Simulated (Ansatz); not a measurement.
Stepwise reaction of `[SH][Ga]([SH])[SH]` with ammonia, as a gas-phase model of exchange steps in deposition or etching. ΔE in kJ/mol; ΔG adds harmonic PBE0-D4 terms to CCSD(T)/CBS, at 1 bar.

Gas-phase electronic energies from Ansatz, PBE0-D4/def2-TZVP geometries. CCSD(T)/CBS is the MP2 limit (def2-TZVPP, def2-QZVPP) plus CCSD(T) − MP2 in def2-TZVPP, frozen cores. This one scheme is used for every species. DFT in def2-TZVPP. B3LYP here is the variant with VWN-RPA as its local correlation; programs differ in this. For Ga outer-core shells are correlated without core-valence functions, which leaves a few kJ/mol of doubt a bond. Scalar relativity is left out up to krypton. Each species was taken in one conformer, which may not be the lowest.

| step | reaction | PBE-D4 | B3LYP-D4 | ωB97M-V | CCSD(T)/CBS | ΔG(400 K) |
| --- | --- | --- | --- | --- | --- | --- |
| 1 | `[SH][Ga]([SH])[SH]` + NH₃ → `[NH2][Ga]([SH])[SH]` + H₂S | 60.4 | 55.8 | 53.4 | 51.9 | 37.4 |
| 2 | `[NH2][Ga]([SH])[SH]` + NH₃ → `[NH2][Ga]([NH2])[SH]` + H₂S | 64.6 | 60.2 | 58.5 | 56.2 | 46.1 |
| 3 | `[NH2][Ga]([NH2])[SH]` + NH₃ → `[NH2][Ga]([NH2])[NH2]` + H₂S | 65.8 | 61.6 | 60.8 | 58.0 | 49.0 |

(1) By hand: ΔE of the 3 steps together at CCSD(T)/CBS.

Answers

(1) (51.9) + (56.2) + (58.0) = 166.1 kJ/mol, or 55.4 kJ/mol a step.

In ΔE step 1 is the lowest and step 3 the highest. All are uphill at CCSD(T)/CBS. ΔG lies between 37.4 and 49.0 kJ/mol a step. PBE-D4 differs from CCSD(T)/CBS by 7.8 to 8.5 kJ/mol a step. Isolated molecules leave out the surface, adducts and barriers. Largest T1 diagnostic: 0.012.
